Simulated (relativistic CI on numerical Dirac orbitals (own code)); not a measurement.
# One change at a time: Tb LV

Base calculation: Dirac-Coulomb-Breit CI, KLI orbitals optimised for each configuration, model QED, unscaled Slater integrals.

Configuration list (outside the closed core [Ne]): 3s, 3p, 3d, 4s, 4p, 4d, 4f, 5s, 5p, 5d, 5f, 5g, 6s, 6p, 6d. Levels of other configurations are missing.

Variants: (1) P86 correlation estimate; (2) Breit term removed; (3) configuration mixing switched off. Shifts of the energy above 3s ²S1/2, in eV, for the lowest level and the first level of each name with at least 55 % of one term (blank where a level changes its place among those of its configuration and J or its character, or is not in the variant):

```csv
Level,Base,Δ(1),Δ(2),Δ(3)
3s ²S1/2,0.00,0.00,0.00,0.00
3p ²P°1/2,131.10,+0.10,-2.62,+0.01
3p ²P°3/2,334.44,+0.10,-0.10,-0.01
3d ²D3/2,493.80,-0.24,+0.87,0.00
3d ²D5/2,540.26,-0.24,+2.42,-0.02
4s ²S1/2,2375.57,-0.15,+2.34,-0.03
4p ²P°1/2,2429.81,-0.10,+1.29,-0.04
4p ²P°3/2,2512.91,-0.10,+2.28,-0.03
4d ²D3/2,2573.34,-0.17,+2.76,-0.04
4d ²D5/2,2593.46,-0.17,+3.33,-0.03
4f ²F°5/2,2625.48,+0.23,+3.73,-0.03
4f ²F°7/2,2634.23,+0.23,+3.82,-0.03
5s ²S1/2,3433.04,+0.07,+3.10,-0.04
5p ²P°1/2,3460.31,+0.09,+2.58,-0.04
5p ²P°3/2,3502.09,+0.09,+3.07,-0.03
5d ²D3/2,3531.67,+0.03,+3.33,-0.03
5d ²D5/2,3542.04,+0.03,+3.60,-0.03
5f ²F°5/2,3557.88,+0.07,+3.76,-0.03
5f ²F°7/2,3562.37,+0.07,+3.82,-0.03
5g ²G7/2,3564.55,-0.07,+3.83,-0.03
5g ²G9/2,3567.23,-0.07,+3.83,-0.03
6s ²S1/2,3993.88,+0.19,+3.42,-0.03
```

At this charge energies of transitions that change n are usually good to better than 1 %, and those within a shell (Δn = 0) to a few per cent.

Ionisation energy from the two ground configurations alone: base 5216.22 eV; Breit term removed 5220.07 eV. The NIST ASD value (theoretical) is 5217 eV.
